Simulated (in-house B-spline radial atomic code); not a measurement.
**Ionising Ne⁸⁺ with different functionals**

Computed with an all-electron radial atomic-structure program (B-spline basis): scalar-relativistic (spin-free X2C) Hamiltonian, Fermi nucleus of rms radius 3.0055 fm, spin-polarised at highest spin, spherical fractional occupations for the functionals, the average over the highest-spin determinants for Hartree-Fock. The ionisation energy is the difference of two self-consistent energies, 1s2 → 1s1, without Breit or QED terms; ε is the level of the shell that loses the electron (its least bound occupied spin orbital).

```
           method                    rung  ΔSCF (eV)  -ε(1s) (eV)
     Hartree-Fock            Hartree-Fock    1194.85      1196.38
    HF fractional            Hartree-Fock    1194.85      1196.38
         LDA VWN5                     LDA    1187.90      1129.88
         LDA PW92                     LDA    1187.88      1129.86
LDA exchange-only                     LDA    1183.74      1126.92
              PBE                     GGA    1194.60      1135.95
           PBEsol                     GGA    1191.49      1133.05
             BLYP                     GGA    1195.79      1136.92
             RPBE                     GGA    1195.94      1136.68
             PW91                     GGA    1195.14      1136.59
             BP86                     GGA    1196.56      1136.91
             AM05                     GGA    1189.88      1130.84
             OLYP                     GGA    1195.93      1136.91
             TPSS                meta-GGA    1196.29      1140.67
             SCAN                meta-GGA          ?            ?
           r2SCAN                meta-GGA    1196.18      1142.81
          revTPSS                meta-GGA    1196.33      1141.54
             PBE0           global hybrid    1194.94      1151.27
            B3LYP           global hybrid    1195.66      1148.78
            TPSSh           global hybrid    1196.28      1146.33
        BHandHLYP           global hybrid    1196.00      1167.27
          r2SCAN0           global hybrid    1196.15      1156.36
            B97-1           global hybrid          ?            ?
            HSE06  range-separated hybrid    1195.04      1150.89
            wB97X  range-separated hybrid    1198.60      1150.75
        CAM-B3LYP  range-separated hybrid    1195.61      1150.65
          LC-wPBE  range-separated hybrid    1194.75      1142.14
```

Task: What does SCAN give?

Result: ΔSCF 1196.18 eV, and -ε(1s) = 1142.81 eV.

Task: What does B97-1 give?

Result: ΔSCF 1196.24 eV, and -ε(1s) = 1149.39 eV.

Task: Among the functionals, which spreads more, the ΔSCF values or the orbital energies?

Result: The orbital energies: ΔSCF values span about 14.86 eV and the orbital energies 40.35 eV.

Task: How do they compare with the NIST value?

Result: NIST lists 1195.808 eV (tabulated theory, ground level to ground level). Errors run from -12.07 to +2.79 eV; BLYP is closest (-0.02 eV), but part of that can be cancellation, since the calculations leave out Breit-QED terms. Hartree-Fock also lacks correlation.
